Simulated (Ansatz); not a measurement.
Two members of one family (InF3 adduct), computed with Ansatz in the gas phase; def2 core potentials for In, no spin–orbit coupling. The two geometries come from different levels. Binding counts from free atoms in the multiplicity of their measured ground term, without zero-point energy. A dash marks a value that wasn't run or was left out as unsound. The structures are stationary points that may keep the symmetry of their start. Remarks come from the PBE and PBE0 runs and from stability tests at other levels; not every state was tested. HOMO above LUMO (over both spins in singlets and doublets, within one spin in higher multiplets; at PBE or PBE0), or a gap under 0.15 eV within one spin, warns that the state may not be the lowest or that an electron is smeared out.

First: In(H2O)F3 (singlet, charge 0, PBE0-D4/def2-SVP geometry).

```xyz
7

In   -0.431    0.890    0.085
O     0.711   -1.065    0.315
H     1.285   -1.049   -0.468
H     0.018   -1.718    0.122
F    -0.330    2.077    1.616
F    -1.977   -0.282   -0.192
F     0.723    1.147   -1.477
```

```
              level  HOMO (eV)  LUMO (eV)  gap (eV)  vertical IE (eV)  vertical triplet (eV)  binding per atom (eV)
   PBE-D4/def2-TZVP      -8.55      -3.44      5.11             11.92                   5.14                   3.44
r2SCAN-D4/def2-TZVP      -9.00      -3.18      5.82             12.24                   5.46                   3.38
   B97M-V/def2-TZVP      -9.10      -3.31      5.79                 –                      –                   3.36
   PBE0-D4/def2-SVP     -10.17      -2.22      7.95                 –                      –                   3.26
  PBE0-D4/def2-TZVP     -10.53      -2.49      8.04             12.81                   5.96                   3.29
```

Remarks: gap within one spin near zero at PBE or PBE0 (+1 doublet), gap within one spin near zero at PBE or PBE0 (triplet).

Second: In(H2S)F3 (singlet, charge 0, PBE-D4/def2-SVP geometry).

Cartesian coordinates in Å:
```
In 0.9407 -0.4214 -0.2333
S -1.7438 -0.1167 0.1843
H -1.0290 0.5258 1.1867
H -1.6805 0.9771 -0.6315
F 1.4961 -2.3032 -0.1514
F 0.8953 0.6269 1.4829
F 1.1212 0.7114 -1.8377
```

Problem. Estimate how these quantities change from the first to the second (second minus first).

Solution. 
```csv
level,Δ HOMO (eV),Δ LUMO (eV),Δ gap (eV),Δ vertical IE (eV),Δ vertical triplet (eV),Δ binding per atom (eV)
PBE-D4/def2-TZVP,0.31,-0.20,-0.51,-0.70,-0.46,-0.33
r2SCAN-D4/def2-TZVP,0.38,-0.24,-0.62,-0.75,-0.43,-0.32
B97M-V/def2-TZVP,0.40,-0.18,-0.57,–,–,-0.31
PBE0-D4/def2-SVP,0.60,-0.28,-0.88,–,–,-0.32
PBE0-D4/def2-TZVP,0.80,-0.23,-1.03,-0.93,-0.51,-0.32
```

Remarks: gap within one spin near zero at PBE or PBE0 (+1 doublet), gap within one spin near zero at PBE or PBE0 (triplet).
